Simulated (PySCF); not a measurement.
**C⁺: excitation energy**

C⁺ [He] 2s2 2p1 (2P) → C⁺ [He] 2s1 2p1 3s1 (4P), as a difference of total energies. Computed with PySCF 2.14 in aug-cc-pwCVDZ, with no relativity, point nucleus. Correlated levels: valence: 1s2 frozen. The calculations carry no spin-orbit coupling.

```json
{"method": "UHF", "excitation energy (eV)": "18.907"}
{"method": "MP2 (valence)", "excitation energy (eV)": "19.943"}
{"method": "CCSD(T) (valence)", "excitation energy (eV)": "20.532"}
{"method": "CCSDT (valence)", "excitation energy (eV)": "20.538"}
{"method": "FCI (valence)", "excitation energy (eV)": "20.538"}
```

Estimate what CCSD (valence) gives.

20.514 eV, closest to CCSD(T) (valence) among the rows shown.

Estimate what SCS-MP2 (valence) gives.

20.224 eV, closest to MP2 (valence) among the rows shown.

The promoted electron is Rydberg-like, and one or two diffuse shells describe it only roughly, which tends to raise the upper state.
